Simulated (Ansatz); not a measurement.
nido-B5H9 (Br for H, site b on B) (B₅H₈Br). Charge 0, multiplicity 1. Geometry PBE-D4/def2-SVP, basis def2-TZVP, Ansatz.

```xyz
14

B     0.6111    1.1101    0.1645
B     0.4206   -0.3943    1.1401
B    -0.9102    0.3655    0.3857
B    -0.2781    0.3374   -1.2007
B    -0.4683   -1.1673   -0.2252
Br   -2.5933    1.0409    1.0998
H     0.9923    2.2292    0.4006
H     0.6225   -0.6871    2.2921
H    -0.7311    0.7308   -2.2465
H    -1.1009   -2.1855   -0.3544
H     1.5325    0.2407    0.6705
H     0.7145   -1.4849    0.3752
H     0.1851   -0.9307   -1.3984
H     1.0032    0.7952   -1.1034
```

```tsv
run	HOMO (eV)	LUMO (eV)
A	-6.25	-1.38
B	-7.19	-0.63
C	-7.43	-0.47
D	-6.54	-1.13
E	-8.45	0.59
```

B3LYP takes the VWN-RPA correlation. Another isomer (singlet) lies 0.02 eV lower at PBE-D4/def2-SVP; other spin states weren't run for this one.

Question: The runs used B3LYP, BHLYP, PBE, PBE0, r2SCAN. Estimate which is which.

Answer: A PBE (0 % exact exchange); B B3LYP (20 % exact exchange); C PBE0 (25 % exact exchange); D r2SCAN (0 % exact exchange); E BHLYP (50 % exact exchange). Exact exchange lowers occupied and raises empty levels; among semilocal functionals meta-GGAs tend to open the gap a little, and such runs are hard to tell apart. The gap grows from 4.88 eV (PBE) to 9.04 eV (BHLYP).
